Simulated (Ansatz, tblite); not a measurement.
Forces on the cluster MoO2⁺ at its PBE0-D4/def2-TZVP geometry. Charge 1, multiplicity 2.

In the def2 sets Mo takes a core potential; there is no spin–orbit coupling. The xTB rows come from tblite. The structure comes from a short search, and lower isomers may exist.

GFN1-xTB (tblite), largest force 0.79 eV/Å:

```xyz
3
positions Å, forces eV/Å
Mo    0.330    0.410   -0.402   -0.370   -0.460    0.451
O    -1.274    0.444   -0.047   -0.410    0.578   -0.358
O     0.944   -0.854    0.449    0.780   -0.118   -0.092
```

GFN2-xTB (tblite), largest force 0.48 eV/Å:

```
Mo -0.186 -0.231 0.226
O -0.281 0.334 -0.197
O 0.467 -0.104 -0.029
```

revPBE-D4/def2-TZVP (Ansatz), largest force 2.13 eV/Å:

```
Mo 1.063 1.322 -1.295
O -1.520 -0.082 0.426
O 0.457 -1.240 0.868
```
